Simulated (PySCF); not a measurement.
A structure optimised at PBE0-D3(BJ)/def2-SVP, used in a PySCF frequency run:

```
C
F 1 1.3080
C 1 1.4955 2 120.73
F 3 1.3486 1 113.62 2 -78.45
F 3 1.3524 4 106.31 1 -123.71
C 1 1.4955 2 120.73 3 148.10
F 6 1.3486 1 113.62 2 78.45
F 6 1.3524 7 106.31 1 123.71
C 6 1.5039 7 111.60 8 122.27
F 9 1.3068 6 120.41 7 -51.90
C 9 1.3371 10 127.42 6 -179.78
F 11 1.3068 9 127.42 10 0.00
```
Charge 0, spin multiplicity 2.

Problem. Write its SMILES, formula and point group.

Solution. F[C]1C(F)(F)C(F)=C(F)C1(F)F, C₅F₇, Cs

Problem. What are its rotational constants (standard atomic weights)?

Solution. 1.1559, 0.96352, 0.64269 GHz
